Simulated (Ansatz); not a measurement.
One change: `Cl[Si](Cl)(I)I` becomes `[Cl][Sn]([Cl])([I])[I]`.

Ansatz, PBE0-D4/def2-TZVP geometries, multiplicity 1. 

Elements past krypton have def2 core potentials.

| property | `Cl[Si](Cl)(I)I` |
| --- | --- |
| HOMO–LUMO gap (B3LYP/def2-TZVPP) / eV | 5.45 |
| HOMO energy (PBE0/def2-TZVPP) / eV | -7.90 |
| zero-point energy (PBE0-D4/def2-TZVP) / kJ/mol | 15.0 |
| size of the dipole moment (B3LYP/def2-TZVPP) / D | 0.49 |
| HOMO–LUMO gap (PBE0/def2-TZVPP) / eV | 5.94 |
| HOMO energy (ωB97M-V/def2-TZVPP) / eV | -9.98 |

What does the change do to each property? (An estimate is asked.)

Ansatz gave: 
| property | `[Cl][Sn]([Cl])([I])[I]` | shift |
| --- | --- | --- |
| HOMO–LUMO gap (B3LYP/def2-TZVPP) / eV | 4.26 | -1.19 |
| HOMO energy (PBE0/def2-TZVPP) / eV | -8.24 | -0.34 |
| zero-point energy (PBE0-D4/def2-TZVP) / kJ/mol | 9.6 | -5.4 |
| size of the dipole moment (B3LYP/def2-TZVPP) / D | 1.46 | 0.97 |
| HOMO–LUMO gap (PBE0/def2-TZVPP) / eV | 4.76 | -1.18 |
| HOMO energy (ωB97M-V/def2-TZVPP) / eV | -10.34 | -0.36 |

With PBE0 the HOMO falls by 0.34 eV and the LUMO falls by 1.52 eV, so the gap narrows by about 1.18 eV. PBE moves the HOMO by -0.32 eV and ωB97M-V by -0.36 eV. Dipoles are sizes alone; their direction can turn.

B3LYP here is the variant with VWN-RPA as its local correlation; programs differ in this.

Spin–orbit coupling is left out; it splits and shifts lone-pair levels of the heavy atoms by tenths of an eV.
